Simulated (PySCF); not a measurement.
Potential energy curve for Li2 (cation, charge +1), doublet.

Levels: UHF/cc-pVTZ (PySCF); UKS-B3LYP = PySCF with unrestricted B3LYP/cc-pVTZ; CASSCF(1,3)/cc-pVTZ (PySCF); ROHF/cc-pVTZ (PySCF); NEVPT2 = SC-NEVPT2 on CASSCF(1,3)/cc-pVTZ, all electrons correlated run with PySCF.

Energies are in kcal/mol, each relative to the lowest point of its own curve near equilibrium.

| R / Å | UHF | UKS-B3LYP | CASSCF(1,3) | ROHF | NEVPT2 |
|---|---|---|---|---|---|
| 2.44 | 7.7 | 5.9 | 7.7 | 7.7 | 7.0 |
| 2.57 | 4.6 | 3.4 | 4.6 | 4.6 | 4.2 |
| 2.71 | 2.4 | ? | 2.4 | 2.4 | ? |
| 2.92 | 0.5 | ? | 0.5 | 0.5 | 0.4 |
| 3.00 | 0.2 | 0.0 | 0.2 | 0.2 | 0.1 |
| 3.11 | 0.0 | 0.0 | 0.0 | 0.0 | 0.0 |
| 3.23 | 0.1 | ? | 0.1 | 0.1 | 0.1 |
| 3.31 | 0.3 | 0.4 | 0.3 | 0.3 | 0.4 |
| 3.40 | 0.6 | 0.8 | 0.6 | 0.6 | ? |
| 3.55 | 1.3 | 1.5 | 1.3 | 1.3 | 1.5 |
| 3.75 | 2.6 | 2.7 | 2.6 | 2.6 | 2.9 |
| 4.02 | 4.7 | 4.5 | 4.7 | 4.7 | 5.0 |
| 4.40 | 8.0 | 7.1 | 8.0 | 8.0 | 8.3 |
| 4.86 | 11.9 | 9.9 | 11.9 | 11.9 | 12.3 |
| 5.37 | 16.0 | 12.3 | 16.0 | 16.0 | 16.4 |
| 5.76 | 18.7 | 13.5 | 18.7 | 18.7 | 19.1 |
| 6.38 | 22.2 | 14.8 | 22.2 | 22.2 | 22.6 |
| 7.15 | 25.2 | ? | 25.2 | 25.2 | 25.6 |
| 7.99 | 27.1 | 15.2 | 27.1 | 27.1 | 27.5 |
| 8.65 | 28.0 | 14.8 | 28.0 | 28.0 | 28.4 |
| 9.72 | 28.7 | 14.3 | 28.7 | 28.7 | 29.1 |

Question: Complete the blanks.

Answer: 
- 2.71, UKS-B3LYP: 1.6
- 2.71, NEVPT2: 2.1
- 2.92, UKS-B3LYP: 0.2
- 3.23, UKS-B3LYP: 0.2
- 3.40, NEVPT2: 0.7
- 7.15, UKS-B3LYP: 15.3

At the longest distance UKS-B3LYP leaves fractional charges on the fragments, a sign of delocalisation error or of the restricted form.
